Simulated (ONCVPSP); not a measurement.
**Reading a pseudo-wave (Cu)**

Columns: radius, all-electron u(r) and pseudo u(r) of the 3d shell (level -9.14 eV) of copper in the configuration [Ne] 3s2 3p6 3d10 4s0.5; PBEsol, scalar-relativistic, ONCV scheme, ONCVPSP 4.0.1.

```csv
r (bohr),all-electron,pseudo
0.080,0.0627,0.0061
0.160,0.2651,0.0460
0.240,0.5047,0.1415
0.320,0.7076,0.2965
0.400,0.8502,0.4937
0.480,0.9340,0.7029
0.560,0.9699,0.8894
0.640,0.9713,1.0249
0.720,0.9499,1.0946
0.800,0.9146,1.0991
0.880,0.8716,1.0518
0.960,0.8251,0.9727
1.040,0.7775,0.8818
1.120,0.7306,0.7942
1.200,0.6853,0.7183
1.280,0.6420,0.6561
1.360,0.6012,0.6057
1.440,0.5628,0.5637
1.520,0.5269,0.5269
1.600,0.4934,0.4933
1.680,0.4621,0.4620
1.760,0.4329,0.4328
1.840,0.4057,0.4057
1.920,0.3803,0.3803
2.000,0.3567,0.3567
2.080,0.3346,0.3346
```

Question: How many radial nodes do the two functions have?

Answer: The all-electron 3d function has n − l − 1 = 0; the pseudo-wave has 0.

Question: At about which radius was the pseudo-wave matched?

Answer: 1.60 bohr, where the columns begin to agree (steps of 0.08 bohr).

Question: Is the pseudo-wave norm-conserving?

Answer: Yes: the ONCV scheme keeps the norm inside the radius equal to the all-electron one, which fixes the energy derivative of the logarithmic derivative at the level.
